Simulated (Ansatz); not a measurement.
This geometry of CH$_{5}$BFSi (9 atoms, charge 1, multiplicity 1) is a first-order saddle point.

Theory: RKS PBE-D4/6-31G in Ansatz 0.2.0.

```xyz
9
Properties=species:S:1:pos:R:3
B 0.141 1.991 -0.406
Si 0.695 -0.034 -0.208
C -0.490 -1.404 0.408
F -1.781 -0.879 0.703
H -0.984 2.267 -0.118
H 0.984 2.738 -0.800
H 2.072 -0.579 -0.530
H -0.063 -1.895 1.312
H -0.572 -2.205 -0.362
```

Which two structures does it join? (They come from a converged band through this point; their orientation in space is the band's.)

No bond is made or broken. The dihedral H5–B1–Si2–C3 goes from -89 to 90°.

Initial state:

```xyz
9
Properties=species:S:1:pos:R:3
B 0.017 1.808 -0.631
Si 0.587 -0.111 -0.504
C -0.312 -1.292 0.727
F -1.328 -0.548 1.404
H -0.848 2.110 -1.407
H 0.534 2.617 0.090
H 1.702 -0.732 -1.319
H 0.412 -1.706 1.459
H -0.762 -2.146 0.181
```

Final state:

```xyz
9
Properties=species:S:1:pos:R:3
B 0.031 1.820 -0.652
Si 0.568 -0.105 -0.486
C -0.324 -1.296 0.741
F -1.345 -0.577 1.432
H 0.559 2.635 0.054
H -0.818 2.121 -1.446
H 1.683 -0.737 -1.292
H 0.410 -1.711 1.463
H -0.764 -2.149 0.185
```

How far does it lie above each of them?

8.1 kcal/mol above the first and 8.1 kcal/mol above the second. This is the barrier of this one path; another mechanism may lie lower. Limits of this set-up: no polarisation functions, the dipole of an ion depends on the origin.

The run took 66 s on 1 thread of Arm Neoverse V2 (shared host), peak memory 0.1 GiB.
